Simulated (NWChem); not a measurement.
System: CH5B; SMILES BC

All runs: NWChem. All runs use the structure optimised with PBE0/def2-SVP. Ions are spin-unrestricted doublets at the neutral geometry; other ion states weren't tried.

For level CAM-B3LYP/def2-SVP:

```
Property                               Result
-------------------------------------  ------
vertical ionisation energy, ΔSCF (eV)   11.78
−ε(HOMO) (eV)                           10.36
```

Task: Estimate the same quantities for level PBE/def2-SVP.

Result: The vertical ionisation energy, ΔSCF (eV) is 11.25 and the −ε(HOMO) (eV) is 7.44.
